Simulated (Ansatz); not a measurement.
Isolated molecules relaxed with PBE0-D4/def2-TZVP in Ansatz; ΔE leaves out vibrations. CCSD(T)/CBS adds triple-zeta CCSD(T) − MP2 to the extrapolated MP2 energy (def2 sets, frozen cores). DFT in def2-TZVPP. B3LYP here is the variant with VWN-RPA as its local correlation; programs differ in this. For Ga outer-core shells are correlated without core-valence functions, which leaves a few kJ/mol of doubt a bond. Scalar relativity is left out up to krypton. Each species was taken in one conformer, which may not be the lowest.

`OB1CC1` + `[SiH3][BH][GaH2]` → `[SiH3]BB1CC1` + `[OH][GaH2]`  (redistribution)

**Question.** Is it downhill or uphill in electronic energy at CCSD(T)/CBS, and by how much? (Estimate.)

**Answer.** Computed: Uphill: ΔE = +1.9 kcal/mol.

**Question.** What do these levels give: PBE-D4, ωB97M-V, PBE, B3LYP, MP2/def2-TZVPP, CCSD(T)/def2-TZVPP? (Best estimate.)

**Answer.** The calculation gave: PBE-D4 -0.8, ωB97M-V 2.5, PBE -0.6, B3LYP 1.2, MP2/def2-TZVPP 0.7, CCSD(T)/def2-TZVPP 2.0 kcal/mol.

Largest T1 diagnostic among the species: 0.016.

From PBE to PBE0 (25 % exact exchange), in def2-TZVPP and without D4, ΔE moves by +2.3 kcal/mol. In def2-TZVPP, CCSD(T) changes the Hartree–Fock value by −3.6 kcal/mol (the triples alone add −1.2 kcal/mol) and MP2 by −5.0 kcal/mol.
